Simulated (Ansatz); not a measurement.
A set of 12 reactions (atomization), with CCSD(T)/CBS values in kJ/mol:

| reaction | ΔE |
| --- | --- |
| `CC1(C)COC1=O` → 5 C• + 8 H• + 2 O• | 6414.7 |
| `BS/C=C/BC` → 2 B• + 3 C• + 8 H• + S• | 5428.5 |
| `[CH3][In]([SH])[SiH2]O` → C• + 7 H• + In• + O• + S• + Si• | 3885.4 |
| `C=[C](S)[AlH][OH]` → Al• + 2 C• + 5 H• + O• + S• | 3686.9 |
| `[SiH3][GeH2][SiH2][GeH2][SiH2][GeH3]` → 3 Ge• + 14 H• + 3 Si• | 5560.9 |
| `C[O][GeH2][C]#C[Si](C)(C)OC` → 6 C• + Ge• + 14 H• + 2 O• + Si• | 9428.0 |
| `CCC[CH](Cl)[InH2]` → 4 C• + Cl• + 10 H• + In• | 5605.8 |
| `B1OBOBO1` → 3 B• + 3 H• + 3 O• | 4365.1 |
| `CCCCBr` → Br• + 4 C• + 9 H• | 5319.6 |
| `C[CH]([AlH2])[GeH3]` → Al• + 2 C• + Ge• + 9 H• | 4156.0 |
| `[OH][Al]([F])[O][SiH3]` → Al• + F• + 4 H• + 2 O• + Si• | 3465.8 |
| `[CH3][Ge]([OH])([F])[Cl]` → C• + Cl• + F• + Ge• + 4 H• + O• | 3293.5 |

Gas-phase electronic energies from Ansatz, PBE0-D4/def2-TZVP geometries. CBS: MP2 limit from def2 TZ/QZ plus the TZ coupled-cluster correction, frozen cores. This one scheme is used for every species, atoms too. DFT in def2-TZVPP. B3LYP here is the variant with VWN-RPA as its local correlation; programs differ in this. Open shells (•) are unrestricted, without spin–orbit coupling. Spin–orbit coupling would lower the free atoms: a little for Al, B, C, Cl, F, O, S, Si; clearly for Br, Ge; strongly for In. def2 core potentials past Kr. Bonds to Br, Ge, In are less sure, by a few kJ/mol each and by 10 to 20 or more in all where they break to atoms, as the def2 sets lack core-valence functions. Scalar relativity is left out up to krypton. One conformer a species, not always the lowest.

Problem. Give the mean, mean absolute and largest difference (level minus CCSD(T)/CBS, kJ/mol) for: PBE-D4, r2SCAN-D4, PBE0-D4, B3LYP-D4, ωB97X-V, ωB97M-V, PBE, PBE0, HF/def2-TZVPP, CCSD(T)/def2-TZVPP, HF/def2-QZVPP, MP2/def2-QZVPP, HF/CBS(def2), CCSD/CBS(def2). (Best estimate.)

Solution. The calculation gave: 
```json
{"level": "PBE-D4", "mean": "60.5", "mean absolute": "89.5", "largest": "220.8"}
{"level": "r2SCAN-D4", "mean": "12.0", "mean absolute": "23.4", "largest": "76.0"}
{"level": "PBE0-D4", "mean": "-9.7", "mean absolute": "47.6", "largest": "-106.7"}
{"level": "B3LYP-D4", "mean": "-21.3", "mean absolute": "32.5", "largest": "-57.7"}
{"level": "ωB97X-V", "mean": "8.0", "mean absolute": "14.1", "largest": "34.2"}
{"level": "ωB97M-V", "mean": "0.3", "mean absolute": "23.7", "largest": "-68.4"}
{"level": "PBE", "mean": "28.6", "mean absolute": "80.1", "largest": "188.2"}
{"level": "PBE0", "mean": "-37.0", "mean absolute": "57.4", "largest": "-159.9"}
{"level": "HF/def2-TZVPP", "mean": "-1314.6", "mean absolute": "1314.6", "largest": "-2498.3"}
{"level": "CCSD(T)/def2-TZVPP", "mean": "-118.9", "mean absolute": "118.9", "largest": "-216.1"}
{"level": "HF/def2-QZVPP", "mean": "-1309.0", "mean absolute": "1309.0", "largest": "-2488.6"}
{"level": "MP2/def2-QZVPP", "mean": "21.5", "mean absolute": "57.5", "largest": "-147.4"}
{"level": "HF/CBS(def2)", "mean": "-1308.1", "mean absolute": "1308.1", "largest": "-2487.0"}
{"level": "CCSD/CBS(def2)", "mean": "-71.3", "mean absolute": "71.3", "largest": "-139.6"}
```

The largest T1 diagnostic in the set is 0.018, for Al• (customary mark 0.045).

CCSD(T)/CBS is a level of theory with its own doubt, and the functionals carry their triple-zeta basis error, so these figures describe this set and don't rank the functionals.
